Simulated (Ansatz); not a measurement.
Gas-phase electronic energies from Ansatz, PBE0-D4/def2-TZVP geometries. CCSD(T)/CBS adds triple-zeta CCSD(T) − MP2 to the extrapolated MP2 energy (def2 sets, frozen cores). Functionals use def2-TZVPP. B3LYP here is the variant with VWN-RPA as its local correlation; programs differ in this. def2 core potentials past Kr. For In outer-core shells are correlated without core-valence functions, which leaves a few kJ/mol of doubt a bond. Each species was taken in one conformer, which may not be the lowest.

Consider the ligand exchange at the Si–O bond: `[SiH3]O[Si]1(Cl)CO1` + `[CH3][In]([OH])[F]` → `[CH3][In]([F])[O][SiH3]` + `O[Si]1(Cl)CO1`.

`[SiH3]O[Si]1(Cl)CO1`:

```xyz
11

Si    0.818   -2.079    0.522
O     0.007   -0.678    0.215
Si    0.014    0.899   -0.060
Cl    1.929    1.563   -0.110
C    -1.333    1.803   -0.801
O    -1.077    1.840    0.696
H     2.241   -1.783    0.818
H     0.716   -2.948   -0.674
H     0.177   -2.733    1.686
H    -2.287    1.336   -1.034
H    -1.206    2.781   -1.259
```

`[CH3][In]([OH])[F]`:

Cartesian coordinates in Å:
```
C 0.294 0.729 -1.129
In -0.349 -0.091 0.724
O -0.114 -1.812 1.661
F -1.453 1.012 1.898
H -0.107 0.135 -1.950
H -0.071 1.752 -1.198
H 1.382 0.718 -1.178
H 0.419 -2.443 1.173
```

`[CH3][In]([F])[O][SiH3]`:

Z-matrix (Å, degrees):
```
C
In 1 2.119
H 1 1.090 2 108.7
H 1 1.089 2 109.4 3 119.5
H 1 1.088 2 109.1 3 -119.4
F 2 1.946 1 123.8 3 91.7
O 2 1.970 1 130.3 3 -88.2
Si 7 1.625 2 137.9 1 -1.7
H 8 1.489 7 110.7 2 118.5
H 8 1.497 7 111.3 2 -1.2
H 8 1.488 7 110.7 2 -121.0
```

`O[Si]1(Cl)CO1`:

```xyz
8

O     0.129    1.758   -0.773
Si   -0.303    0.218   -0.517
Cl   -1.254   -0.381   -2.191
C     0.414   -0.939    0.643
O    -0.896   -0.228    0.936
H     0.441    2.250   -0.010
H     1.189   -0.664    1.357
H     0.280   -2.014    0.555
```

Question: Is it downhill or uphill in electronic energy at CCSD(T)/CBS, and by how much? (Best estimate.)

Answer: The calculation gave: Downhill: ΔE = -4.3 kJ/mol.

Question: What do these levels give: PBE-D4, r2SCAN-D4, B3LYP-D4, ωB97X-V, ωB97M-V, B2PLYP, PBE, PBE0, MP2/def2-TZVPP, CCSD/def2-TZVPP, HF/def2-QZVPP, SCS-MP2/def2-QZVPP? (Estimate.)

Answer: Ansatz gave: PBE-D4 -1.1, r2SCAN-D4 -3.8, B3LYP-D4 0.4, ωB97X-V -4.1, ωB97M-V -4.2, B2PLYP -3.7, PBE -2.8, PBE0 -4.9, MP2/def2-TZVPP -5.8, CCSD/def2-TZVPP -5.8, HF/def2-QZVPP -6.8, SCS-MP2/def2-QZVPP -4.6 kJ/mol.

Largest T1 diagnostic among the species: 0.016.
